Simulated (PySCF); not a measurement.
CH5AlS.

```xyz
8

Al    -0.5739     0.1736    -0.5207
H     -1.7890    -0.3961    -1.3576
C      0.0329     2.0228    -0.5415
H      1.0817     2.0922    -0.8477
H     -0.0298     2.4696     0.4561
H     -0.5532     2.6466    -1.2209
S      0.4510    -1.2998     0.7360
H      1.3381    -0.4082     1.2129
```
Charge 0, spin multiplicity 1.

Coordinates come from a r2SCAN-D4/def2-TZVP optimisation. A frequency run showed that this geometry is not a minimum. Other conformers were not sampled.

Calculation: B3LYP/pcSseg-1 (PySCF). Non-relativistic, no solvent.

Question: Give the absolute GIAO shielding of each atom: isotropic value and principal components (ppm). (Estimate from the structure and the level; the computed values follow.)

Answer: 
```csv
atom,σ(iso),σ11,σ22,σ33,span
Al1,281.3,217.8,284.0,342.2,124.4
H2,26.3,23.4,24.1,31.4,8.0
C3,188.7,181.7,188.7,195.6,13.9
H4,31.9,27.7,29.8,38.2,10.5
H5,31.9,27.7,29.8,38.2,10.5
H6,31.7,27.6,28.2,39.3,11.8
S7,625.3,470.7,690.8,714.3,243.6
H8,30.4,24.1,28.2,39.0,14.9
```
